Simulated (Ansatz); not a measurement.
Basis sets compared for [Ce(H2O)6]3+ (CeO6H12³⁺). Total charge 3; doublet. Geometry PBE-D4/def2-SVP. Ansatz on 4 threads of AMD EPYC 9R45 on a shared host; times are rough, and most runs start from earlier orbitals.

```xyz
19

Ce    0.000   -0.003    0.002
O    -1.586   -0.486   -1.809
H    -2.562   -0.340   -1.820
H    -1.399   -0.870   -2.698
O     1.586    0.491    1.810
H     1.398    0.878    2.698
H     2.562    0.349    1.820
O    -0.339   -2.260    0.906
H    -0.923   -2.975    0.557
H     0.075   -2.667    1.703
O     0.343    2.253   -0.902
H    -0.073    2.662   -1.698
H     0.931    2.966   -0.556
O    -1.846    0.829    1.391
H    -2.204    1.747    1.446
H    -2.408    0.323    2.025
O     1.842   -0.829   -1.394
H     2.405   -0.320   -2.023
H     2.197   -1.748   -1.457
```

In the def2 sets Ce takes a core potential; there is no spin–orbit coupling. With an open 4f shell the SCF may have ended on a state above the lowest.

```
           level  functions  energy (Eh)  HOMO (eV)  LUMO (eV)  wall time
 PBE-D4/def2-SVP        222    -931.9465     -17.10     -16.35      7.5 s
PBE0-D4/def2-SVP        222    -931.9490     -20.07     -13.96       15 s
```

**Question.** Estimate the rows for PBE-D4/def2-TZVP, PBE0-D4/def2-TZVP.

**Answer.** 
| level | functions | energy (Eh) | HOMO (eV) | LUMO (eV) | wall time |
| --- | --- | --- | --- | --- | --- |
| PBE-D4/def2-TZVP | 351 | -932.4985 | -17.34 | -16.58 | 12 s |
| PBE0-D4/def2-TZVP | 351 | -932.4936 | -20.23 | -14.13 | 56 s |
